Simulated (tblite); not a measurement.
Record of a relaxation.

C4H14GeOSi.
SMILES with atom numbers: `[CH3:1][CH2:2][Si:3]([CH3:4])([CH3:5])[O:6][GeH3:7]` (hydrogens: H8, H9, H10 on C1; H11, H12 on C2; H13, H14, H15 on C4; H16, H17, H18 on C5; H19, H20, H21 on Ge7)

Computed with GFN2-xTB (tblite), gas phase: L-BFGS steps from a force-field or distance-geometry start until the largest atomic force falls under 0.01 eV/Å. 5 of its 189 geometries are shown.

Step 0: E = -637.4505 eV, largest atomic force 2.463 eV/Å
```
atom  x, y, z in Å  |  force x, y, z in eV/Å
C1     -1.946   -1.514    0.335   -2.031   1.090   0.066
C2     -0.479   -1.283    0.393    0.922  -2.246   0.416
Si3    -0.041    0.434   -0.116    1.337   0.505  -1.623
C4     -1.524    1.504   -0.500   -0.099   1.407   0.394
C5      0.942    1.354    1.190   -0.224   1.033   0.545
O6      1.012    0.286   -1.476   -0.112  -0.235   1.410
Ge7     2.486   -0.506   -0.809    0.497  -0.210   0.513
H8     -2.315   -1.574    1.378   -0.295  -0.289  -0.830
H9     -2.260   -2.357   -0.292    0.117   0.137   0.558
H10    -2.395   -0.590   -0.121   -0.153  -1.232   0.517
H11    -0.147   -1.527    1.422    0.145   0.180  -0.491
H12    -0.002   -2.058   -0.257   -0.115   0.704   0.352
H13    -2.202    1.100   -1.248    0.041   0.284   0.263
H14    -1.111    2.470   -0.865   -0.546  -0.574   0.054
H15    -2.047    1.755    0.469    0.326  -0.458  -1.241
H16     1.312    0.675    1.974    0.066   0.586  -0.351
H17     0.287    2.129    1.647    0.631  -0.548  -0.030
H18     1.755    1.886    0.656   -0.439  -0.298   0.746
H19     2.007   -1.761   -0.010    0.511   0.485  -0.568
H20     3.531   -0.841   -1.881   -0.510   0.154   0.057
H21     3.129    0.435    0.263   -0.070  -0.475  -0.758
```

Step 47: E = -638.7202 eV, largest atomic force 0.199 eV/Å
```
atom  x, y, z in Å  |  force x, y, z in eV/Å
C1     -2.189   -1.456    0.615    0.192   0.051  -0.013
C2     -0.674   -1.315    0.506    0.130   0.059  -0.005
Si3     0.004    0.448    0.172    0.024   0.015  -0.010
C4     -1.167    1.496   -0.890    0.010   0.009  -0.037
C5      0.627    1.354    1.730    0.012  -0.064   0.012
O6      1.275    0.275   -0.854   -0.028   0.018   0.007
Ge7     2.788   -0.476   -1.168   -0.003  -0.002   0.051
H8     -2.544   -1.021    1.540   -0.081   0.157   0.092
H9     -2.476   -2.502    0.609   -0.032  -0.139  -0.003
H10    -2.674   -0.963   -0.219   -0.088   0.034  -0.034
H11    -0.214   -1.709    1.414   -0.015  -0.089  -0.014
H12    -0.320   -1.934   -0.321   -0.014  -0.062   0.029
H13    -1.431    0.941   -1.782   -0.070  -0.003  -0.103
H14    -0.660    2.399   -1.212   -0.073   0.057   0.015
H15    -2.085    1.772   -0.386   -0.004   0.031   0.084
H16     1.270    0.729    2.344   -0.036  -0.108  -0.011
H17    -0.188    1.701    2.350   -0.104   0.011   0.068
H18     1.218    2.218    1.452    0.006   0.099  -0.093
H19     2.733   -1.867   -0.603    0.070   0.002  -0.043
H20     2.883   -0.443   -2.664    0.052  -0.021   0.057
H21     3.817    0.371   -0.478    0.051  -0.058  -0.049
```

Step 94: E = -638.7773 eV, largest atomic force 0.036 eV/Å
```
atom  x, y, z in Å  |  force x, y, z in eV/Å
C1     -2.146   -1.365    0.693   -0.005  -0.005   0.028
C2     -0.650   -1.331    0.397   -0.010  -0.003   0.001
Si3     0.030    0.428    0.077    0.003   0.002  -0.028
C4     -1.200    1.495   -0.902   -0.010   0.012   0.000
C5      0.539    1.299    1.695   -0.003  -0.002   0.005
O6      1.353    0.294   -0.887    0.004  -0.017  -0.011
Ge7     2.868   -0.497   -1.131   -0.011   0.013   0.010
H8     -2.381   -0.729    1.543    0.001  -0.014  -0.004
H9     -2.475   -2.378    0.925    0.004   0.011  -0.011
H10    -2.713   -1.011   -0.164    0.019   0.000   0.030
H11    -0.113   -1.788    1.231   -0.011   0.005  -0.007
H12    -0.446   -1.954   -0.477   -0.003   0.005   0.014
H13    -1.520    1.011   -1.820    0.031   0.013   0.007
H14    -0.757    2.450   -1.166   -0.020  -0.001  -0.028
H15    -2.086    1.694   -0.307    0.005   0.007  -0.004
H16     1.238    0.696    2.268    0.007  -0.010   0.010
H17    -0.318    1.507    2.328   -0.008  -0.017  -0.001
H18     1.025    2.247    1.481   -0.006  -0.013  -0.003
H19     2.800   -1.897   -0.591   -0.007   0.029   0.010
H20     3.038   -0.475   -2.616    0.017   0.003  -0.022
H21     3.906    0.322   -0.423    0.002  -0.018   0.005
```

Step 141: E = -638.7963 eV, largest atomic force 0.027 eV/Å
```
atom  x, y, z in Å  |  force x, y, z in eV/Å
C1     -2.083   -1.333    0.947    0.006   0.009   0.006
C2     -0.738   -1.335    0.232   -0.003  -0.005  -0.011
Si3    -0.010    0.406   -0.063    0.010  -0.006  -0.001
C4     -1.177    1.533   -1.051   -0.005   0.006  -0.001
C5      0.488    1.205    1.594    0.000   0.001   0.008
O6      1.324    0.245   -1.011    0.001  -0.003  -0.003
Ge7     2.902   -0.461   -0.993    0.005   0.012   0.001
H8     -2.003   -0.849    1.917    0.003  -0.001   0.011
H9     -2.443   -2.349    1.102   -0.012   0.013  -0.002
H10    -2.823   -0.793    0.361    0.005  -0.012   0.008
H11    -0.025   -1.929    0.810   -0.017  -0.001   0.000
H12    -0.853   -1.845   -0.726    0.021  -0.007  -0.016
H13    -1.458    1.085   -1.999   -0.007  -0.005   0.002
H14    -0.708    2.487   -1.265    0.003   0.011  -0.012
H15    -2.084    1.728   -0.489   -0.012  -0.005  -0.005
H16     1.317    0.668    2.050   -0.012   0.005   0.008
H17    -0.336    1.213    2.300    0.007   0.004   0.008
H18     0.805    2.235    1.450    0.012  -0.006   0.005
H19     2.796   -1.872   -0.496    0.005  -0.010   0.007
H20     3.328   -0.390   -2.424    0.006   0.006  -0.003
H21     3.773    0.366   -0.092   -0.015  -0.007  -0.009
```

Step 188: E = -638.7998 eV, largest atomic force 0.010 eV/Å
```
atom  x, y, z in Å  |  force x, y, z in eV/Å
C1     -2.076   -1.312    1.005   -0.004   0.003   0.003
C2     -0.782   -1.347    0.202   -0.002   0.000   0.000
Si3    -0.017    0.380   -0.084    0.001  -0.009   0.003
C4     -1.178    1.506   -1.083    0.003   0.000   0.005
C5      0.489    1.170    1.576   -0.001  -0.003  -0.005
O6      1.315    0.202   -1.031    0.002  -0.001   0.003
Ge7     2.932   -0.411   -0.973   -0.005   0.003  -0.006
H8     -1.903   -0.891    1.992   -0.002  -0.001   0.004
H9     -2.487   -2.313    1.129    0.004  -0.002   0.002
H10    -2.819   -0.700    0.502   -0.003   0.001  -0.003
H11    -0.061   -1.990    0.714    0.006   0.006   0.001
H12    -0.977   -1.818   -0.763    0.002  -0.005  -0.006
H13    -1.490    1.032   -2.007    0.003   0.002   0.001
H14    -0.695    2.443   -1.341   -0.001   0.003   0.001
H15    -2.069    1.738   -0.510   -0.004   0.005  -0.001
H16     1.200    0.540    2.105   -0.003   0.000   0.001
H17    -0.365    1.329    2.226   -0.001  -0.001  -0.002
H18     0.965    2.134    1.416    0.003   0.001  -0.003
H19     2.889   -1.845   -0.532    0.002   0.000   0.001
H20     3.407   -0.258   -2.382    0.001  -0.001   0.002
H21     3.715    0.427   -0.007    0.001   0.000   0.001
```

**Question.** Summarise the path.

**Answer.** The energy falls by 130.18 kJ/mol from step 0 to step 188; nine tenths of that is first reached at step 38. It falls at every step. The largest force goes from 2.463 to 0.010 eV/Å. Among the bonds Si3–O6 changes most, from 1.726 to 1.644 Å; the atoms move by 0.842 Å rms after alignment.

**Question.** Follow the three bonds and two angles with the largest change from start to end.

**Answer.** 
| step | E above end (kJ/mol) | largest force (eV/Å) | Si3–O6 (Å) | O6–Ge7 (Å) | C2–Si3 (Å) | Si3–O6–Ge7 (°) | O6–Ge7–H20 (°) |
| --- | --- | --- | --- | --- | --- | --- | --- |
| 0 | 130.18 | 2.463 | 1.726 | 1.801 | 1.843 | 104.2 | 113.3 |
| 8 | 54.51 | 0.751 | 1.667 | 1.730 | 1.907 | 114.4 | 107.0 |
| 16 | 33.88 | 0.242 | 1.655 | 1.743 | 1.920 | 124.8 | 104.7 |
| 25 | 24.86 | 0.276 | 1.660 | 1.749 | 1.905 | 131.7 | 104.2 |
| 33 | 16.61 | 0.263 | 1.653 | 1.735 | 1.916 | 137.9 | 103.3 |
| 41 | 10.55 | 0.194 | 1.649 | 1.727 | 1.920 | 141.8 | 101.5 |
| 49 | 6.97 | 0.109 | 1.644 | 1.722 | 1.916 | 148.3 | 103.3 |
| 57 | 4.04 | 0.168 | 1.643 | 1.724 | 1.912 | 150.3 | 105.2 |
| 65 | 2.94 | 0.040 | 1.641 | 1.725 | 1.913 | 149.7 | 104.2 |
| 74 | 2.75 | 0.035 | 1.641 | 1.726 | 1.915 | 148.2 | 103.5 |
| 82 | 2.48 | 0.044 | 1.642 | 1.727 | 1.915 | 146.5 | 104.0 |
| 90 | 2.31 | 0.039 | 1.642 | 1.726 | 1.914 | 146.2 | 104.2 |
| 98 | 2.01 | 0.064 | 1.641 | 1.725 | 1.911 | 144.8 | 103.4 |
| 106 | 1.37 | 0.062 | 1.641 | 1.728 | 1.910 | 142.8 | 103.2 |
| 114 | 0.82 | 0.032 | 1.644 | 1.732 | 1.911 | 138.6 | 103.6 |
| 123 | 0.69 | 0.029 | 1.645 | 1.731 | 1.912 | 138.5 | 103.8 |
| 131 | 0.52 | 0.039 | 1.644 | 1.730 | 1.913 | 139.7 | 103.5 |
| 139 | 0.36 | 0.036 | 1.644 | 1.730 | 1.911 | 140.6 | 103.4 |
| 147 | 0.29 | 0.023 | 1.644 | 1.730 | 1.912 | 140.7 | 103.4 |
| 155 | 0.25 | 0.020 | 1.644 | 1.729 | 1.910 | 140.6 | 103.5 |
| 163 | 0.11 | 0.027 | 1.643 | 1.728 | 1.910 | 142.0 | 103.3 |
| 172 | 0.07 | 0.011 | 1.643 | 1.729 | 1.911 | 142.1 | 103.4 |
| 180 | 0.03 | 0.015 | 1.643 | 1.728 | 1.910 | 141.6 | 103.2 |
| 188 | 0.00 | 0.010 | 1.644 | 1.729 | 1.911 | 140.9 | 103.3 |

What follows is the cost of the whole relaxation. On one thread, Arm Neoverse V2 (aarch64), on a shared host, this took 1.4 s wall.
